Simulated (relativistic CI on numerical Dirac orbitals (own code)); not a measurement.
**Ligand-field terms of d9**

Computed with a parametric ligand-field model of a d^n configuration (Racah B and C, spin-orbit zeta, crystal field), exact diagonalisation.

Field parameters in Wybourne normalisation: Oh B⁴₀ = 21Dq, B⁴₄ = √(5/14) B⁴₀. The field is a parameter set, without covalency.

Problem. Ground term and bands for B = 1020, C = 4070, ζ = 0 cm⁻¹, Oh, 10Dq = 23460 cm⁻¹?

Solution. Ground term 2E with 3.00 electrons in the two orbitals of the cubic e set. Spin-allowed: 2T2 23460 cm⁻¹ (426 nm). Lowest spin-forbidden: none.

Problem. Ground term and bands for B = 1020, C = 4070, ζ = 0 cm⁻¹, Oh, 10Dq = 29580 cm⁻¹?

Solution. Ground term 2E with 3.00 electrons in the two orbitals of the cubic e set. Spin-allowed: 2T2 29580 cm⁻¹ (338 nm). Lowest spin-forbidden: none.

Problem. Ground term and bands for B = 1020, C = 4070, ζ = 0 cm⁻¹, Oh, 10Dq = 33660 cm⁻¹?

Solution. Ground term 2E with 3.00 electrons in the two orbitals of the cubic e set. Spin-allowed: 2T2 33660 cm⁻¹ (297 nm). Lowest spin-forbidden: none.

Problem. Ground term and bands for B = 1020, C = 4070, ζ = 0 cm⁻¹, Oh, 10Dq = 13260 cm⁻¹?

Solution. Ground term 2E with 3.00 electrons in the two orbitals of the cubic e set. Spin-allowed: 2T2 13260 cm⁻¹ (754 nm). Lowest spin-forbidden: none.

Problem. Ground term and bands for B = 1020, C = 4070, ζ = 0 cm⁻¹, Oh, 10Dq = 27540 cm⁻¹?

Solution. Ground term 2E with 3.00 electrons in the two orbitals of the cubic e set. Spin-allowed: 2T2 27540 cm⁻¹ (363 nm). Lowest spin-forbidden: none.
